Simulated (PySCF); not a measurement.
C5H5Cl, SMILES C=C(Cl)C#CC.

The structure is a stationary point at PBE-D3(BJ)/def2-SVP. The structure was generated by enumeration, and PubChem lists no compound with its InChIKey, so it may never have been made.

The numbers are results of PySCF with ωB97X/def2-TZVP, not measurements.

Isolated molecule, no solvent.

Computed frontier levels, gap, dipole moment and polarisability:
- highest occupied level = -9.12 eV
- lowest empty level = 0.91 eV
- orbital gap = 10.03 eV
- dipole moment = 2.21 D
- quadrupole, principal values (traceless, Buckingham form, about the centre of nuclear charge) = -7.56, -2.99, 10.54 D·Å
- mean static polarisability = 75.7 bohr³ (11.22 Å³)
- polarisability, principal values = 44.7, 71.3, 111.1 bohr³
